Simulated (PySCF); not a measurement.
Distorted geometries of Hg2F2

Hg2F2 (singlet). PySCF 2.14.0, RKS TPSS, Hg def2-SVP with ECP60, F def2-SVP; non-relativistic Hamiltonian with scalar-relativistic core potentials where named; density fitting; no spin-orbit coupling. Relaxed geometry:

```xyz
4

Hg    0.0000    0.0000    1.7805
Hg    0.0000    0.0000   -1.7805
F     1.3843    0.0000    0.0000
F    -1.3843    0.0000    0.0000
```

Task: Order these distorted geometries by energy above the relaxed one, lowest first.
A.
```xyz
4

Hg   -0.0046    0.0342    1.7346
Hg    0.0902   -0.0240   -1.6140
F     1.3511    0.0166    0.0137
F    -1.4367   -0.0267   -0.1342
```
B.
```xyz
4

Hg   -0.0383    0.0075    1.5947
Hg    0.0337    0.0611   -1.6757
F     1.5018    0.0418    0.0995
F    -1.4972   -0.1105   -0.0186
```
C.
```xyz
4

Hg   -0.0264   -0.0146    1.7864
Hg    0.0358    0.0121   -1.8148
F     1.3218   -0.0047    0.0259
F    -1.3312    0.0072    0.0025
```

Result: C (0.01 eV), B (0.08 eV), A (0.22 eV).

Task: Which forces (eV/Å) act in the one that lies 0.22 eV up?

Result: 
```
Hg  -0.60  0.03  0.99
Hg  -0.63 -0.05 -2.06
F    1.71  0.03  0.62
F   -0.49 -0.01  0.44
```
Forces carry noise of the integration grid, about 0.01 to 0.03 eV/Å.

No frequency check is given that shows the relaxed geometry to be a minimum. The gap of the closed shell is small, and it wasn't tested for a lower spin-broken solution at this geometry.
